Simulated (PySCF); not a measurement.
CBr2F2.
SMILES with atom numbers: `[F:1][C:2]([F:3])([Br:4])[Br:5]`

Structure used (PBE0-D3(BJ)/def2-TZVP), in Å, numbered top down from 1:
```xyz
5
CBr2F2 angstrom
F      0.388    1.290   -0.378
C      0.078    0.075    0.050
F      0.691   -0.123    1.206
Br    -1.834   -0.039    0.315
Br     0.703   -1.230   -1.234
```

Method: TDDFT CAM-B3LYP/aug-cc-pVTZ, vertical, gas phase, core orbitals frozen in the response (PySCF 2.14.0, density-fitted response routines). Isolated species at its PBE0-D3(BJ)/def2-TZVP geometry, gas phase. The CAM-B3LYP/aug-cc-pVTZ calculation is non-relativistic and has no spin–orbit coupling, an omission that weighs most on bromine.

Excitation energies and transition dipoles (atomic units, axes of the coordinates) of those of the lowest 10 singlets that add 0.02 au or more to the mean polarisability:

```csv
state,ΔE (hartree),μx,μy,μz
S1,0.1984,0.273,-0.128,-0.166
S6,0.2808,-0.016,0.077,-0.086
S7,0.2900,0.761,-0.357,-0.465
S8,0.2923,0.525,-0.246,-0.320
```

What does each state add to αxx, αyy and αzz, and how do the sums compare with the full static tensor?

Each state adds 2 μα² / ΔE.

| state | αxx (au) | αyy (au) | αzz (au) |
| --- | --- | --- | --- |
| S1 | 0.75 | 0.17 | 0.28 |
| S6 | 0.00 | 0.04 | 0.05 |
| S7 | 3.99 | 0.88 | 1.49 |
| S8 | 1.89 | 0.41 | 0.70 |
| all 10 states | 6.6 | 1.5 | 2.5 |
| full response | 66.4 | 54.2 | 55.5 |
| share (%) | 10 | 3 | 5 |

The rest comes from the higher roots of the same response equations.

Give the full tensor and its principal values.

In au, rows and columns x, y, z:
```
x   66.4 -5.4 -8.3
y   -5.4 54.2  6.4
z   -8.3  6.4 55.5
```
Principal values 48.2, 53.9 and 74.0 au; mean 58.7 au (8.70 Å³).

By how much does the contribution of these states grow at 532 nm?

With ω = 0.0856 hartree each state's term in the mean polarisability goes from f / ΔE² to f / (ΔE² − ω²), f = (2/3) ΔE |μ|²; the sum over all 10 states goes from 3.56 to 3.95 au, a rise of 0.39 au.

On one thread of an Arm Neoverse V1, on a shared host, this took 47 s wall and 1.1 GiB of memory at its peak.
